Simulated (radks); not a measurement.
Values are calculated unless marked as measured or tabulated.
All-electron atom: Pb6+ in [Xe] 4f14 5d8.

Code: a radial shooting solver on a logarithmic mesh with Libxc functionals. Model: Dirac Kohn-Sham, exchange-only PBE, spin-unpolarised, spherical densities, finite nucleus; open shells fill j = l - 1/2 first; Fermi nuclear charge, rms radius 5.5012 fm.

Energy parts (eV):
total: -568954.73
kinetic: 661750.63
electron-nucleus: -1433721.90
Hartree: 213429.93
exchange: -10413.40

Orbitals (lengths in bohr, moments of r in powers of bohr):
| orbital | occ. | eigenvalue (eV) | <1/r> |
|---|---|---|---|
| 1s1/2 | 2 | -87997.94 | 101.2 |
| 2s1/2 | 2 | -15791.76 | 25.04 |
| 2p1/2 | 2 | -15175.44 | 25.01 |
| 2p3/2 | 4 | -12986.03 | 19.97 |
| 3s1/2 | 2 | -3849.656 | 9.184 |
| 3p1/2 | 2 | -3569.935 | 9.099 |
| 3p3/2 | 4 | -3081.431 | 7.780 |
| 3d3/2 | 4 | -2619.076 | 7.681 |
| 3d5/2 | 6 | -2515.090 | 7.387 |
| 4s1/2 | 2 | -931.4663 | 3.902 |
| 4p1/2 | 2 | -810.1042 | 3.793 |
| 4p3/2 | 4 | -690.4610 | 3.337 |
| 4d3/2 | 4 | -492.1352 | 3.140 |
| 4d5/2 | 6 | -469.7928 | 3.037 |
| 4f5/2 | 6 | -212.9845 | 2.699 |
| 4f7/2 | 8 | -207.9388 | 2.660 |
| 5s1/2 | 2 | -220.0060 | 1.631 |
| 5p1/2 | 2 | -178.1298 | 1.514 |
| 5p3/2 | 4 | -155.0495 | 1.353 |
| 5d3/2 | 4 | -95.4240 | 1.106 |
| 5d5/2 | 4 | -92.3797 | 1.072 |

The highest occupied level is 5d5/2 at -92.380 eV. The electron density at the nucleus is 2.736e+06 e/bohr^3. Summed over all electrons, <r^2> = 28.56 bohr^2, which gives a Langevin (diamagnetic) susceptibility term of -22.6 x 10^-6 cm^3/mol. For comparison, the ionisation energy in NIST's Atomic Spectra Database is 100 eV (theoretical). In exact Kohn-Sham theory the highest level is minus the ionisation energy, but local and semilocal functionals leave it too shallow, through self-interaction and a potential that decays too fast; potentials with the right tail come closer.

Beside tabulated values, note that spin-unpolarised runs miss the spin-polarisation part of the exchange energy of open shells.
